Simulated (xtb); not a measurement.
CuI, singlet, from a rough starting geometry (GFN-xTB shapes and energies of metal compounds can be far from the true ones); GFN2-xTB in xtb.

Input for xtb:
```
$ xtb mol.xyz --gfn 2 --opt vtight --json

# file mol.xyz
2

Cu    -0.78967234    -0.53674984    -0.66770595
I      0.86803908     0.58435825     0.72387201
```

Write the output that xtb gives for this input, abridged.


```
   ID    Z sym.   atoms
    1   29 Cu     1
    2   53 I      2

           -------------------------------------------------
          |                Calculation Setup                |
           -------------------------------------------------

           -------------------------------------------------
          |                 G F N 2 - x T B                 |
           -------------------------------------------------

          ...................................................
          :                      SETUP                      :
          :.................................................:
          :  # basis functions                  20          :
          :  # atomic orbitals                  18          :
          :  # shells                            6          :
          :  # electrons                        18          :
          :  max. iterations                   250          :
          :  Hamiltonian                  GFN2-xTB          :
          :  restarted?                      false          :
          :  GBSA solvation                  false          :
          :  PC potential                    false          :
          :  electronic temp.          300.0000000     K    :
          :  accuracy                    1.0000000          :
          :  -> integral cutoff          0.2500000E+02      :
          :  -> integral neglect         0.1000000E-07      :
          :  -> SCF convergence          0.1000000E-05 Eh   :
          :  -> wf. convergence          0.1000000E-03 e    :
          :  Broyden damping             0.4000000          :
          :  net charge                          0          :
          :  unpaired electrons                  0          :
          ...................................................

 iter      E             dE          RMSdq      gap      omega  full diag
   1     -7.7377049 -0.773770E+01  0.828E+00    4.13       0.0  T
   2     -7.7396899 -0.198503E-02  0.559E+00    4.50       1.0  T
   3     -7.7418135 -0.212360E-02  0.219E+00    4.93       1.0  T
   4     -7.7424389 -0.625394E-03  0.124E+00    5.05       1.0  T
   5     -7.7426893 -0.250417E-03  0.269E-01    5.18       1.0  T
   6     -7.7426905 -0.122978E-05  0.775E-02    5.17       1.0  T
   7     -7.7426914 -0.832739E-06  0.312E-02    5.17       2.3  T
   8     -7.7426914 -0.116182E-07  0.532E-03    5.16      13.3  T
   9     -7.7426914 -0.155091E-07  0.128E-03    5.16      55.1  T
  10     -7.7426914 -0.181766E-09  0.632E-04    5.16     111.8  T
  11     -7.7426914 -0.349019E-10  0.462E-04    5.16     153.0  T

   *** convergence criteria satisfied after 11 iterations ***

         :::::::::::::::::::::::::::::::::::::::::::::::::::::
         ::                     SUMMARY                     ::
         :::::::::::::::::::::::::::::::::::::::::::::::::::::
         :: total energy              -7.736303117642 Eh    ::
         :: gradient norm              0.008579277633 Eh/a0 ::
         :: HOMO-LUMO gap              5.164073121033 eV    ::
         ::.................................................::
         :: SCC energy                -7.742691386537 Eh    ::
         :: -> isotropic ES            0.012936139767 Eh    ::
         :: -> anisotropic ES          0.001983289763 Eh    ::
         :: -> anisotropic XC         -0.017095740969 Eh    ::
         :: -> dispersion             -0.000876573289 Eh    ::
         :: repulsion energy           0.006388268895 Eh    ::
         :: add. restraining           0.000000000000 Eh    ::
         :: total charge              -0.000000000000 e     ::
         :::::::::::::::::::::::::::::::::::::::::::::::::::::

      -----------------------------------------------------------
     |                   =====================                   |
     |                        A N C O P T                        |
     |                   =====================                   |
     |               Approximate Normal Coordinate               |
     |                Rational Function Optimizer                |
      -----------------------------------------------------------
      -----------------------------------------------------------
     |                   =====================                   |
     |                        A N C O P T                        |
     |                   =====================                   |
     |               Approximate Normal Coordinate               |
     |                Rational Function Optimizer                |
      -----------------------------------------------------------

          ...................................................
          :                      SETUP                      :
          :.................................................:
          :   optimization level         verytight          :
          :   max. optcycles                   200          :
          :   ANC micro-cycles                  20          :
          :   degrees of freedom                 1          :
          :.................................................:
          :   RF solver                   davidson          :
          :   write xtbopt.log                true          :
          :   linear (good luck)              true          :
          :   energy convergence         0.1000000E-06 Eh   :
          :   grad. convergence          0.2000000E-03 Eh/α :
          :   maxmium RF displ.          1.0000000          :
          :   Hlow (freq-cutoff)         0.1000000E-01      :
          :   Hmax (freq-cutoff)         5.0000000          :
          :   S6 in model hess.         20.0000000          :
          ...................................................

generating ANC from exact Hessian ...
Using Lindh-Hessian (1995)
 Shifting diagonal of input Hessian by    0.0000000000000000
 Lowest  eigenvalues of input Hessian
    0.000000    0.000000    0.000000    0.000000    0.000000    0.057274
 Highest eigenvalues
[...]
 * total energy  :    -7.7363031 Eh     change       -0.4614797E-10 Eh
 * total energy  :    -7.7352212 Eh     change        0.1081932E-02 Eh
 * total energy  :    -7.7364925 Eh     change       -0.1271344E-02 Eh
 * total energy  :    -7.7364979 Eh     change       -0.5329787E-05 Eh
 * total energy  :    -7.7364981 Eh     change       -0.2509871E-06 Eh
 * total energy  :    -7.7364981 Eh     change       -0.5896972E-10 Eh
   *** GEOMETRY OPTIMIZATION CONVERGED AFTER 6 ITERATIONS ***
[...]
          :  # shells                            6          :
          :  # electrons                        18          :
          :  max. iterations                   250          :
          :  Hamiltonian                  GFN2-xTB          :
          :  restarted?                      false          :
          :  GBSA solvation                  false          :
          :  PC potential                    false          :
          :  electronic temp.          300.0000000     K    :
          :  accuracy                    1.0000000          :
          :  -> integral cutoff          0.2500000E+02      :
          :  -> integral neglect         0.1000000E-07      :
          :  -> SCF convergence          0.1000000E-05 Eh   :
          :  -> wf. convergence          0.1000000E-03 e    :
          :  Broyden damping             0.4000000          :
          :  net charge                          0          :
          :  unpaired electrons                  0          :
          ...................................................

 iter      E             dE          RMSdq      gap      omega  full diag
   1     -7.7444252 -0.774443E+01  0.110E-05    5.23       0.0  T
   2     -7.7444252 -0.532907E-14  0.841E-06    5.23    8408.2  T
   3     -7.7444252 -0.150990E-13  0.265E-06    5.23   26693.2  T

   *** convergence criteria satisfied after 3 iterations ***

         :::::::::::::::::::::::::::::::::::::::::::::::::::::
         ::                     SUMMARY                     ::
         :::::::::::::::::::::::::::::::::::::::::::::::::::::
         :: total energy              -7.736498111272 Eh    ::
         :: gradient norm              0.000000536223 Eh/a0 ::
         :: HOMO-LUMO gap              5.231390060243 eV    ::
         ::.................................................::
         :: SCC energy                -7.744425174954 Eh    ::
         :: -> isotropic ES            0.012617933381 Eh    ::
         :: -> anisotropic ES          0.001895594472 Eh    ::
         :: -> anisotropic XC         -0.016631588488 Eh    ::
         :: -> dispersion             -0.000876700760 Eh    ::
         :: repulsion energy           0.007927063682 Eh    ::
         :: add. restraining           0.000000000000 Eh    ::
         :: total charge               0.000000000000 e     ::
         :::::::::::::::::::::::::::::::::::::::::::::::::::::

           -------------------------------------------------
          |                Property Printout                |
           -------------------------------------------------

    * Orbital Energies and Occupations

         #    Occupation            Energy/Eh            Energy/eV
      -------------------------------------------------------------
         1        2.0000           -0.7035643             -19.1450
         2        2.0000           -0.4485180             -12.2048
         3        2.0000           -0.4100825             -11.1589
         4        2.0000           -0.4100825             -11.1589
         5        2.0000           -0.4022948             -10.9470
         6        2.0000           -0.4006765             -10.9030
         7        2.0000           -0.4006765             -10.9030
         8        2.0000           -0.3859347             -10.5018
         9        2.0000           -0.3859347             -10.5018 (HOMO)
        10                         -0.1936847              -5.2704 (LUMO)
        11                         -0.0761288              -2.0716
        12                         -0.0761288              -2.0716
        13                          0.0328772               0.8946
        14                          0.0743521               2.0232
        15                          0.0743521               2.0232
        16                          0.1019227               2.7735
        17                          0.1019227               2.7735
        18                          0.9864792              26.8435
      -------------------------------------------------------------
                  HL-Gap            0.1922500 Eh            5.2314 eV
             Fermi-level           -0.2898097 Eh           -7.8861 eV

     #   Z          covCN         q      C6AA      α(0)
     1  29 Cu       0.866     0.342   145.498    27.576
     2  53 I        0.866    -0.342   397.827    34.432

 Mol. C6AA /au·bohr⁶  :       1011.989714
 Mol. C8AA /au·bohr⁸  :      89117.014757
 Mol. α(0) /au        :         62.007718

Wiberg/Mayer (AO) data.
largest (>0.10) Wiberg bond orders for each atom

 ---------------------------------------------------------------------------
     #   Z sym  total        # sym  WBO       # sym  WBO       # sym  WBO
 ---------------------------------------------------------------------------
     1  29 Cu   0.935 --     2 I    0.935
     2  53 I    0.935 --     1 Cu   0.935
 ---------------------------------------------------------------------------

Topologies differ in total number of bonds
Writing topology from bond orders to xtbtopo.mol

molecular dipole:
                 x           y           z       tot (Debye)
 q only:       -1.057      -0.715      -0.887
   full:       -2.536      -1.715      -2.129       9.479
molecular quadrupole (traceless):
                xx          xy          yy          xz          yz          zz
 q only:       -0.077      -0.151       0.061      -0.183      -0.117       0.016
  q+dip:       -0.452      -1.007       0.398      -1.239      -0.822       0.054
   full:       -0.450      -1.002       0.396      -1.233      -0.818       0.054

optimized geometry written to: xtbopt.xyz

           -------------------------------------------------
          | TOTAL ENERGY               -7.736498111272 Eh   |
          | GRADIENT NORM               0.000000536223 Eh/α |
          | HOMO-LUMO GAP               5.231390060243 eV   |
           -------------------------------------------------

normal termination of xtb
```
